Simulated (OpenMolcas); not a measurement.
# Ga2+: CASPT2 settings compared

- Program: OpenMolcas 26.06
- Basis: ANO-RCC-VDZ [5s4p1d]
- Scalar Hamiltonian: X2C, point nucleus
- Active space: 1 electron in 4 orbitals (4s 4p)
- State averaging: 2S+1 = 2 even, 1 root; 2S+1 = 2 odd, 3 roots
- Spin-orbit coupling: state interaction with AMFI integrals over the reference wave functions, term energies averaged over their components

Methods on the same reference wave functions:
A. CASSCF
B. SS-CASPT2, IPEA 0.2 Eh, no level shift (closed shells correlated: 3s 3p 3d)
C. SS-CASPT2, IPEA 0.35 Eh, sigma2 regulariser 0.3 Eh (closed shells correlated: 3d)

Energies in eV above 4s ²S_1/2, the measured ground level; measured values from Shirai, Reader, Kramida and Sugar, J. Phys. Chem. Ref. Data 36, 509 (2007).

```csv
Level,A,B,C,Measured
4s ²S_1/2,0.0000,0.0000,0.0000,0.0000
4p ²P°_1/2,7.9367,7.979,7.975,8.0800
4p ²P°_3/2,8.1472,8.190,8.186,8.2930
```

Deviations, from unrounded energies. A percentage is the sum of absolute deviations over the sum of measured energies, with the sign that they share, or ± where signs differ.

```tsv
Against measurement	Levels	A	B	C
mean absolute deviation (cm-1)	2	1200	820	860
other configurations (%)	2	-1.8	-1.2	-1.3
```

B, C lie about equally close to measurement and A furthest from it. The largest miss of B in the table is 4p ²P°_3/2, by -830 cm-1. The ranking rests on the paired levels alone, and a cruder setting can come out closer through cancelling errors.

Between B and C the level of the table that moves most is 4p ²P°_3/2, by 33 cm-1 (lowest in C, highest in B).

The lowest spin-free term lies below A's lowest term by 0.011 hartree in B, 0.006 hartree in C.

With one active electron the reference holds no correlation, so core polarisation is missing (holds for A). With one active electron, CASPT2 adds the correlation within the correlated inactive shells and between them and that electron, and leaves the splitting within a term as the reference gives it (holds for B; C). Computed and measured levels are paired by configuration, term and J; levels that our copy of the source lacks, or whose pairing is in doubt (as where it misses far off the trend of its configuration), stay unpaired and out of the deviations. Levels of configurations outside the active space are missing.

° marks odd parity.
